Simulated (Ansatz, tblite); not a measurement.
Spin states of In2As, each relaxed with PBE-D4/def2-TZVP in Ansatz. Electronic energies in the gas phase.

In the def2 sets In takes a core potential; there is no spin–orbit coupling. The xTB rows come from tblite. LC-ωPBE has ω = 0.4 bohr⁻¹. HSE06 is defined as in plane-wave codes, on full-range PBE exchange. Correlated methods freeze 17 core orbitals; core or outer-core shells of In, As are correlated, in sets that lack core-valence functions. The rows differ in basis, and correlated rows in double-zeta sets carry the largest basis error. The structure comes from a short search, and lower isomers may exist.

Doublet geometry (C2v within 0.1 Å):

```xyz
3

In   -0.936    1.037   -1.813
In    1.577   -1.269    1.069
As   -0.641    0.232    0.744
```

Quartet geometry (C2v within 0.1 Å):

```
atom    x (Å)    y (Å)    z (Å)
 In1  -1.1662  -0.0066   1.2599
 In2   0.8462   1.2982  -0.7391
 As3   0.3200  -1.2916  -0.5208
```

⟨S²⟩: doublet 0.76 at PBE0-D4/def2-TZVP (pure 0.75), quartet 3.77 at PBE0-D4/def2-TZVP (pure 3.75).

Only these spin states were relaxed. The quartet has other bonds than the doublet, so the gap mixes isomer and spin.

```json
{"level": "GFN2-xTB", "quartet − doublet (kJ/mol)": "223.5", "lowest of these": "doublet"}
{"level": "HF/def2-SVP", "quartet − doublet (kJ/mol)": "98.9", "lowest of these": "doublet"}
{"level": "PBE-D4/def2-TZVP", "quartet − doublet (kJ/mol)": "102.4", "lowest of these": "doublet"}
{"level": "PBE0-D4/def2-TZVP", "quartet − doublet (kJ/mol)": "98.7", "lowest of these": "doublet"}
{"level": "HSE06-D4/def2-TZVP", "quartet − doublet (kJ/mol)": "98.3", "lowest of these": "doublet"}
{"level": "BHLYP-D4/def2-TZVP", "quartet − doublet (kJ/mol)": "120.8", "lowest of these": "doublet"}
{"level": "LC-ωPBE/def2-TZVP", "quartet − doublet (kJ/mol)": "96.2", "lowest of these": "doublet"}
{"level": "MP2/def2-SVP", "quartet − doublet (kJ/mol)": "83.9", "lowest of these": "doublet"}
```

Change of the quartet − doublet gap on mixing in exact exchange, in kJ/mol: PBE to PBE0 (25 % exact exchange) -3.7.

The xTB methods have no term that favours high spin, so they put low spin too low.
